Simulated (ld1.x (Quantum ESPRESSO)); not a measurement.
## u(r) = r·R(r): atom against pseudo-atom (strontium (Sr))

Columns: radius, all-electron u(r) and pseudo u(r) of the 5s shell (level -3.54 eV) of strontium in the configuration [Kr] 4d0 5s2 5p0; PBEsol, scalar-relativistic, TM scheme, ld1.x (Quantum ESPRESSO) 7.5.

```json
{"r (bohr)": "0.200", "all-electron": "-0.0030", "pseudo": "0.0152"}
{"r (bohr)": "0.400", "all-electron": "0.1398", "pseudo": "0.0310"}
{"r (bohr)": "0.600", "all-electron": "-0.0203", "pseudo": "0.0482"}
{"r (bohr)": "0.800", "all-electron": "-0.1821", "pseudo": "0.0676"}
{"r (bohr)": "1.000", "all-electron": "-0.2441", "pseudo": "0.0898"}
{"r (bohr)": "1.200", "all-electron": "-0.2169", "pseudo": "0.1158"}
{"r (bohr)": "1.400", "all-electron": "-0.1349", "pseudo": "0.1462"}
{"r (bohr)": "1.600", "all-electron": "-0.0281", "pseudo": "0.1816"}
{"r (bohr)": "1.800", "all-electron": "0.0831", "pseudo": "0.2221"}
{"r (bohr)": "2.000", "all-electron": "0.1868", "pseudo": "0.2672"}
{"r (bohr)": "2.200", "all-electron": "0.2773", "pseudo": "0.3156"}
{"r (bohr)": "2.400", "all-electron": "0.3525", "pseudo": "0.3650"}
{"r (bohr)": "2.600", "all-electron": "0.4127", "pseudo": "0.4125"}
{"r (bohr)": "2.800", "all-electron": "0.4592", "pseudo": "0.4549"}
{"r (bohr)": "3.000", "all-electron": "0.4936", "pseudo": "0.4898"}
{"r (bohr)": "3.200", "all-electron": "0.5174", "pseudo": "0.5153"}
{"r (bohr)": "3.400", "all-electron": "0.5320", "pseudo": "0.5312"}
{"r (bohr)": "3.600", "all-electron": "0.5385", "pseudo": "0.5384"}
{"r (bohr)": "3.800", "all-electron": "0.5382", "pseudo": "0.5382"}
{"r (bohr)": "4.000", "all-electron": "0.5321", "pseudo": "0.5321"}
{"r (bohr)": "4.200", "all-electron": "0.5213", "pseudo": "0.5213"}
{"r (bohr)": "4.400", "all-electron": "0.5066", "pseudo": "0.5066"}
{"r (bohr)": "4.600", "all-electron": "0.4890", "pseudo": "0.4890"}
{"r (bohr)": "4.800", "all-electron": "0.4689", "pseudo": "0.4689"}
{"r (bohr)": "5.000", "all-electron": "0.4472", "pseudo": "0.4472"}
{"r (bohr)": "5.200", "all-electron": "0.4243", "pseudo": "0.4243"}
```

(1) How many radial nodes do the two functions have?

(2) At about which radius was the pseudo-wave matched?

(3) Where does each function peak?

(4) Is the pseudo-wave norm-conserving?

Answers

(1) The all-electron 5s function has n − l − 1 = 4 (the table is too coarse to show those close to the nucleus); the pseudo-wave has 0, since the states of the same l below it are removed with the core.

(2) 4.00 bohr. The columns agree to 0.0005 from 3.60 bohr on; several derivatives are matched, so the curves merge somewhat inside the radius.

(3) Outermost all-electron maximum near 3.60 bohr, pseudo maximum near 3.60 bohr (to the table’s step).

(4) Yes: the TM scheme keeps the norm inside the radius equal to the all-electron one, which fixes the energy derivative of the logarithmic derivative at the level.
